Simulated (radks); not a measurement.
The numbers below are computed, except where a source is named.
Q: Species: Kr4+. Configuration: [Ar] 3d10 4s2 4p2. Level of theory: Dirac Kohn-Sham, BLYP, spin-unpolarised, spherical densities, finite nucleus; open shells fill j = l - 1/2 first; Fermi nuclear charge, rms radius 4.1884 fm (a radial shooting solver on a logarithmic mesh with Libxc functionals). Some entries of the table are withheld. Estimate them.

| orbital | occ. | eigenvalue (eV) | r(max) (bohr) | <r> (bohr) |
|---|---|---|---|---|
| 1s1/2 | 2 | -14214.35 | 0.02707 | 0.04148 |
| 2s1/2 | 2 | -1920.900 | 0.1543 | 0.1832 |
| 2p1/2 | 2 | -1741.841 | (1) | 0.1573 |
| 2p3/2 | 4 | -1687.952 | (2) | 0.1613 |
| 3s1/2 | 2 | -319.8278 | 0.4668 | 0.5298 |
| 3p1/2 | 2 | -256.5682 | 0.4570 | (3) |
| 3p3/2 | 4 | -248.6163 | 0.4658 | (4) |
| 3d3/2 | 4 | -138.2205 | 0.4086 | 0.5500 |
| 3d5/2 | 6 | -136.9053 | 0.4113 | 0.5538 |
| 4s1/2 | 2 | -72.6861 | 1.280 | 1.430 |
| 4p1/2 | 2 | (5) | (6) | (7) |
| 4p3/2 | 0 | (8) | (9) | (10) |

A: 
(1) 2p1/2 r(max) (bohr): 0.1211
(2) 2p3/2 r(max) (bohr): 0.1244
(3) 3p1/2 <r> (bohr): 0.5327
(4) 3p3/2 <r> (bohr): 0.5431
(5) 4p1/2 eigenvalue (eV): -56.9077
(6) 4p1/2 r(max) (bohr): 1.400
(7) 4p1/2 <r> (bohr): 1.587
(8) 4p3/2 eigenvalue (eV): -55.9161
(9) 4p3/2 r(max) (bohr): 1.423
(10) 4p3/2 <r> (bohr): 1.611
